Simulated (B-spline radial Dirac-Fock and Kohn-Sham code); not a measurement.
## Ge⁷⁺: photoemission with 1000 eV photons

System: germanium as Ge⁷⁺ in the configuration 1s2 2s2 2p6 3s2 3p6 3d7.

Input file task.json (cfg lists n, l and occupation; rrms is the nuclear radius in fm):

```json
{"items": [{
  "Z": 32,
  "q": 7,
  "cfg": [[1, 0, 2], [2, 0, 2], [2, 1, 6], [3, 0, 2], [3, 1, 6], [3, 2, 7]],
  "A": 74,
  "rrms": 4.0742,
  "do": ["binding", "quiet", "photo"],
  "hv": [39.5, 45.9, 80, 150, 151.0, 455.0, 501.0, 600, 1000, 6000, 16200.0, 22162.9, 30000, 40000, 50700.0, 160000.0]
}]}
```

Command: `python xray_run.py task.json out`

These are calculated numbers from a B-spline atomic structure program; the model is Dirac-Hartree-Slater photoionisation with all multipoles and Dirac-Fock thresholds. The asymmetry parameter β is from the dipole term alone. Kinetic energies are from the vacuum level. Open shells are spread statistically over j, without multiplet splitting.

The last column is dσ/dΩ = σ/(4π) · [1 + β P₂(cos θ)] at θ = 0° from the polarisation vector of linearly polarised light.

```
  subshell  electrons  binding (eV)  kinetic (eV)  σ (kb)     β  dσ/dΩ (kb/sr)
   M1 (3s)          2         334.4         665.6    37.4  2.00           8.92
M2 (3p1/2)          2         276.3         723.7    44.3  1.61           9.20
M3 (3p3/2)          4         271.6         728.4    86.8  1.63           18.1
M4 (3d3/2)        2.8         178.2         821.8    25.7  1.17           4.45
M5 (3d5/2)        4.2         177.5         822.5    37.7  1.16           6.49
```

Branching ratios of the spin-orbit partners (statistical value in brackets): 3p 1.96 (2.00), 3d 1.47 (1.50).
